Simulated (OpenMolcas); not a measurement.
# Ne IV: effect of the active space

```json
{
 "Program": "OpenMolcas 26.06",
 "Method": "CASSCF or its RAS form",
 "Basis": "ANO-L-VQZP",
 "Scalar Hamiltonian": "non-relativistic, point nucleus",
 "Spin-orbit coupling": "RASSI with atomic mean-field integrals over the reference wave functions, term energies averaged over their components"
}
```

A. 5 electrons in 4 orbitals (2s 2p); 2S+1 = 4 odd, 1 root; 2S+1 = 2 odd, 8 roots; 2S+1 = 4 even, 3 roots; 2S+1 = 2 even, 5 roots; cost about 9 core-seconds
B. 5 electrons in 9 orbitals (RAS2 2s 2p; RAS3 3d, at most 2 electrons); 2S+1 = 4 odd, 1 root; 2S+1 = 2 odd, 8 roots kept (CI in the orbitals of an earlier block); 2S+1 = 4 even, 3 roots; 2S+1 = 2 even, 5 roots kept (CI in the orbitals of an earlier block, 0 in the spin-orbit step); cost of the order of 18 core-seconds

Energies in cm⁻¹ above 2s² 2p³ ⁴S°_3/2, the measured ground level; measured values from Moore, Atomic Energy Levels, vol. I, NSRDS-NBS 35 (1971 reprint of NBS Circular 467, 1949).

```
          Level       A       B  Measured
2s² 2p³ ⁴S°_3/2     0.0     0.0       0.0
2s² 2p³ ²D°_3/2   45101   44447          
2s² 2p³ ²D°_5/2   45134   44472          
2s² 2p³ ²P°_1/2   62635   67315          
2s² 2p³ ²P°_3/2   62647   67323          
  2s 2p⁴ ⁴P_5/2  183174  184842    183860
  2s 2p⁴ ⁴P_3/2  183737  185398    184477
  2s 2p⁴ ⁴P_1/2  184074  185732    184799
```

Deviations, from unrounded energies. A percentage is the sum of absolute deviations over the sum of measured energies, with the sign that they share, or ± where signs differ.

```json
{"Against measurement": "mean absolute deviation (cm-1)", "Levels": "3", "A": "720", "B": "950"}
{"Against measurement": "other configurations (%)", "Levels": "3", "A": "-0.4", "B": "+0.5"}
```

A lies closest to measurement on these levels. The largest miss of A in the table is 2s 2p⁴ ⁴P_3/2, by -740 cm-1. The ranking rests on the paired levels alone, and a cruder setting can come out closer through cancelling errors.

Between A and B the level of the table that moves most is 2s² 2p³ ²P°_1/2, by 4700 cm-1 (lowest in A, highest in B).

Terms from blocks run as CI alone lack orbitals of their own (holds for B). Active for correlation alone: 3d; no level in the range computed is led by a configuration that fills it, so any true level of that kind is missing (holds for B). Computed and measured levels are paired by configuration, term and J; levels that our copy of the source lacks, or whose pairing is in doubt (as where it misses far off the trend of its configuration), stay unpaired and out of the deviations. Levels of configurations outside the active space are missing. The table leaves out levels that lie high or whose names do not pair safely across all columns.

° marks odd parity.
